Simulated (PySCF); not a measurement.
Theory: PySCF 2.14.0, delta-SCF UKS SCAN, pcX-2 on the ionised atom, pcseg-1 elsewhere, spin-free X2C. Geometries: PBE0-D3(BJ)/def2-SVP; isolated species, one conformer each. Kα1 is taken as the energy difference of the 1s-hole and 2p3/2-hole states at the ground state's geometry. For 2p shells one spin-free hole was relaxed; a mean-field spin–orbit operator and the ground-state splitting of the three 2p orbitals were then diagonalised within the shell. The shell's mean is (2 × 2p3/2 + 2p1/2)/3, and the degeneracies 2j + 1 give areas of 2:1.

| site | Si 2p3/2 (eV) |
| --- | --- |
| silicon in `CN(C)[SiH3]` | 106.78 |
| silicon in `C[Si](F)(F)Cl` | 109.79 |
| silicon in `C[SiH2]NC` | 106.52 |

Q: What are the Si 1s binding energies, and the Kα1 emission energies that follow?

A: 
| site | bonded to | 1s (eV) | 2p3/2 (eV) | Kα1 = 1s − 2p3/2 (eV) |
| --- | --- | --- | --- | --- |
| silicon in `C[SiH2]NC` | N, C and 2 H | 1846.38 | 106.52 | 1739.86 |
| silicon in `CN(C)[SiH3]` | N and 3 H | 1846.64 | 106.78 | 1739.86 |
| silicon in `C[Si](F)(F)Cl` | 2 F, Cl and C | 1850.05 | 109.79 | 1740.26 |

Ranges: 1s 3.67 eV, 2p3/2 3.27 eV, Kα1 0.40 eV. A straight-line fit of 1s on 2p3/2 has slope 1.13.
